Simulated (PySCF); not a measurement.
Ge(H)2(SH)2 (GeH4S2), SMILES [SH][GeH2][SH].

Geometry optimised at B3LYP-D3(BJ)/def2-SVP. Other conformers were not sampled.

These are B3LYP-D3(BJ)/def2-SVP in PySCF values and carry that method's errors.

Frequencies are harmonic and unscaled.

```json
[
 {"mode": "1", "ν (cm⁻¹)": "112", "IR (km/mol)": "0.0", "Raman (Å⁴/amu)": "9.8", "depolarisation": "0.70", "moving atoms (share of kinetic energy)": "S 53 %, H 28 %, Ge 20 %"},
 {"mode": "2", "ν (cm⁻¹)": "180", "IR (km/mol)": "31.3", "Raman (Å⁴/amu)": "1.6", "depolarisation": "0.75", "moving atoms (share of kinetic energy)": "H 90 %"},
 {"mode": "3", "ν (cm⁻¹)": "217", "IR (km/mol)": "27.5", "Raman (Å⁴/amu)": "9.9", "depolarisation": "0.74", "moving atoms (share of kinetic energy)": "H 75 %, S 21 %"},
 {"mode": "4", "ν (cm⁻¹)": "381", "IR (km/mol)": "12.5", "Raman (Å⁴/amu)": "20.2", "depolarisation": "0.11", "moving atoms (share of kinetic energy)": "S 76 %, Ge 22 %"},
 {"mode": "5", "ν (cm⁻¹)": "403", "IR (km/mol)": "48.1", "Raman (Å⁴/amu)": "7.0", "depolarisation": "0.75", "moving atoms (share of kinetic energy)": "S 58 %, Ge 37 %"},
 {"mode": "6", "ν (cm⁻¹)": "438", "IR (km/mol)": "16.8", "Raman (Å⁴/amu)": "1.8", "depolarisation": "0.75", "moving atoms (share of kinetic energy)": "H 90 %"},
 {"mode": "7", "ν (cm⁻¹)": "604", "IR (km/mol)": "2.1", "Raman (Å⁴/amu)": "7.2", "depolarisation": "0.51", "moving atoms (share of kinetic energy)": "H 98 %"},
 {"mode": "8", "ν (cm⁻¹)": "705", "IR (km/mol)": "61.4", "Raman (Å⁴/amu)": "7.4", "depolarisation": "0.75", "moving atoms (share of kinetic energy)": "H 94 %"},
 {"mode": "9", "ν (cm⁻¹)": "796", "IR (km/mol)": "5.5", "Raman (Å⁴/amu)": "19.2", "depolarisation": "0.69", "moving atoms (share of kinetic energy)": "H 95 %"},
 {"mode": "10", "ν (cm⁻¹)": "810", "IR (km/mol)": "95.8", "Raman (Å⁴/amu)": "15.4", "depolarisation": "0.75", "moving atoms (share of kinetic energy)": "H 95 %"},
 {"mode": "11", "ν (cm⁻¹)": "856", "IR (km/mol)": "78.7", "Raman (Å⁴/amu)": "22.4", "depolarisation": "0.67", "moving atoms (share of kinetic energy)": "H 99 %"},
 {"mode": "12", "ν (cm⁻¹)": "2131", "IR (km/mol)": "87.3", "Raman (Å⁴/amu)": "252.9", "depolarisation": "0.07", "moving atoms (share of kinetic energy)": "H 99 %"},
 {"mode": "13", "ν (cm⁻¹)": "2143", "IR (km/mol)": "109.6", "Raman (Å⁴/amu)": "127.4", "depolarisation": "0.75", "moving atoms (share of kinetic energy)": "H 98 %"},
 {"mode": "14", "ν (cm⁻¹)": "2672", "IR (km/mol)": "1.4", "Raman (Å⁴/amu)": "88.9", "depolarisation": "0.75", "moving atoms (share of kinetic energy)": "H 97 %"},
 {"mode": "15", "ν (cm⁻¹)": "2673", "IR (km/mol)": "0.0", "Raman (Å⁴/amu)": "134.5", "depolarisation": "0.11", "moving atoms (share of kinetic energy)": "H 97 %"}
]
```
